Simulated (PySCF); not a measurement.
`COC1=CCC[C@@H](B(Cl)Cl)C1`. Theory: PySCF, PBE0-D3(BJ)/def2-SVP geometry optimisation, gas phase.

```
atom  x, y, z in Å
C1     2.6876    0.9772    0.5590
O2     1.8351    0.0058    0.0179
C3     0.4976    0.1358    0.2397
C4    -0.2314   -0.9653    0.4693
C5    -1.7168   -0.9433    0.6539
C6    -2.2426    0.4595    0.9245
C7    -1.6140    1.4753   -0.0443
B8    -2.3148    2.8744    0.0032
Cl9   -4.0542    2.9980   -0.2024
Cl10  -1.4256    4.3692    0.2395
C11   -0.0952    1.5115    0.1263
H12    3.7126    0.6809    0.2992
H13    2.5072    1.9856    0.1471
H14    2.6052    1.0283    1.6604
H15    0.2970   -1.9220    0.5019
H16   -1.9988   -1.6112    1.4855
H17   -2.2174   -1.3644   -0.2395
H18   -1.9882    0.7540    1.9580
H19   -3.3396    0.4817    0.8479
H20   -1.8353    1.1045   -1.0678
H21    0.1714    2.1199    1.0092
H22    0.3679    2.0260   -0.7328
```

Question: What is the longest distance between nuclei?

Answer: Cl9···H12, 8.12 Å; the next longest distance is 7.19 Å.

Question: Work out the bond lengths C1–H12, C3=C4, C4–H15, C5–H17, C6–H19, C7–C11 in Å.

Answer: For C1–H12 the difference vector is (1.0250, -0.2963, -0.2598) Å, of length 1.0981 Å. C1–H12 1.098; C3=C4 1.340; C4–H15 1.093; C5–H17 1.107; C6–H19 1.100; C7–C11 1.529 Å.

Question: What are the angles H12–C1–H13, C6–C5–H17, H18–C6–H19, C7–C6–H19, C5–C6–C7, B8–C7–H20, C3–C11–C7?

Answer: From the scalar product of the two bond vectors; for H12–C1–H13 it is -0.3767 Å² over 1.0981 × 1.1041 Å², cos θ = -0.3107. H12–C1–H13 108.1°; C6–C5–H17 109.7°; H18–C6–H19 106.8°; C7–C6–H19 110.5°; C5–C6–C7 110.8°; B8–C7–H20 103.7°; C3–C11–C7 112.3°.

Question: Where is the centre of mass (commonest isotopes), and what is the radius of gyration?

Answer: Mass 192.028 u; centre at (-1.156, 1.700, 0.222) Å; Rg = √(Σ m r²/M) = 2.734 Å. As Ia + Ib + Ic = 2 Σ m r², the three principal moments sum to 2870.6 u·Å².

Question: How far are the heavy atoms from their best plane (unweighted least squares)?

Answer: 0.279 Å rms; C1 0.29, O2 0.36, C3 0.14, C4 0.04, C5 0.14, C6 0.56, C7 0.29, B8 0.09, Cl9 0.30, Cl10 0.32, C11 0.10 Å (magnitudes).

Question: What is the repulsion energy of the bare nuclei, Σ ZA·ZB/RAB?

Answer: 772.09 Eh over 231 pairs, with full nuclear charges and distances in bohr; the largest single term is 51.02 Eh (Cl9 with Cl10).

Question: How far apart are these pairs, which share no bond: C3···H12, C3···H13, C6···H22, C7···H13, B8···H12, H12···H14, H14···H15?

Answer: C3···H12 3.261 Å (3 bonds apart); C3···H13 2.733 Å (3 bonds apart); C6···H22 3.466 Å (3 bonds apart); C7···H13 4.157 Å (5 bonds apart); B8···H12 6.421 Å (6 bonds apart); H12···H14 1.789 Å (2 bonds apart); H14···H15 3.921 Å (5 bonds apart).

Question: Write the matrix of distances between heavy atoms (Å, lower triangle).

Answer: 
```
C1    0.000
O2    1.401  0.000
C3    2.368  1.362  0.000
C4    3.507  2.327  1.340  0.000
C5    4.806  3.731  2.498  1.497  0.000
C6    4.971  4.202  2.843  2.506  1.522  0.000
C7    4.372  3.750  2.517  2.852  2.519  1.538  0.000
B8    5.379  5.045  3.933  4.393  3.919  2.586  1.566  0.000
Cl9   7.079  6.610  5.395  5.547  4.662  3.316  2.881  1.756  0.000
Cl10  5.341  5.452  4.650  5.471  5.337  4.052  2.914  1.755  2.997  0.000
C11   2.866  2.450  1.502  2.504  2.989  2.521  1.529  2.608  4.242  3.154  0.000
```

Whether it is a minimum is left open (no frequencies). The numbers are those of one conformer.
